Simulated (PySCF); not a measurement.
Compound: C6H5ClFO (doublet state).
Structure used (GFN2-xTB), in Å, numbered top down from 1:
```xyz
14
C6H5ClFO angstrom
O      1.736   -1.156   -1.503
C      0.837   -0.534   -0.702
C      1.247    0.424    0.246
F      2.578    0.695    0.319
C      0.349    1.084    1.092
C     -0.975    0.815    1.018
C     -1.539   -0.176    0.057
C     -0.499   -0.822   -0.795
Cl    -1.042   -1.983   -1.937
H      2.623   -0.832   -1.297
H      0.744    1.803    1.792
H     -1.675    1.317    1.665
H     -2.288    0.313   -0.584
H     -2.098   -0.949    0.605
```

The hyperfine couplings belong to this conformer and change with its torsions.

Identity: `OC1=C(F)C=CC[C]1Cl` [radical].

Method: UKS B3LYP, pcH-1 on C Cl F H O, non-relativistic, mean-field spin-orbit, GIAO in PySCF 2.14.0. The structure is a single GFN2-xTB conformer in the gas phase; no vibrational or solvent corrections. A GFN2-xTB geometry isn't a minimum of the functional, and hyperfine couplings can be far from their values at a DFT geometry. The SCF solution wasn't tested for stability. ⟨S²⟩ is 0.786 where a pure state has 0.75.

Predict the first-order ENDOR lines of F4, H13/H14, H12, H11 and Cl9 under fast tumbling at B = 342.4 mT (X band).

ν± = |νn ± a/2|, one line for each electron-spin manifold; νn = |g_N| × 7.62259 MHz/T × B.

```tsv
nuclei	isotope	g_N	νn (MHz)	a_iso (MHz)	lower line (MHz)	upper line (MHz)
F4	19F	5.2577	13.72	79.00	25.78	53.22
H13/H14	1H	5.5857	14.58	147.84	59.34	88.50
H12	1H	5.5857	14.58	-28.17	0.49	28.66
H11	1H	5.5857	14.58	9.80	9.68	19.48
Cl9	35Cl	0.5479	1.43	1.72	0.57	2.29
```

Which pairs are centred on the nuclear Larmor frequency, and which on half the coupling?

Centred on νn, since |a| < 2νn: H12, H11 and Cl9. Centred on |a|/2 and split by 2νn: F4 and H13/H14.

At what field would the lower line of H11 fall to zero frequency?

Where νn = |a|/2, that is B = 4.90 MHz/(5.5857 × 7.62259 MHz/T) = 115 mT, as far as first order holds there.

Means are taken over nuclei equivalent by connectivity, which assumes that they swap fast.

Main isotope only: 35Cl (natural samples also hold 24 % 37Cl, magnetic too, which adds its own pattern).

Largest spin populations (Mulliken): C3 (+0.48), C6 (+0.42), C8 (+0.40) and C5 (-0.20). Three atoms exceed +0.15.
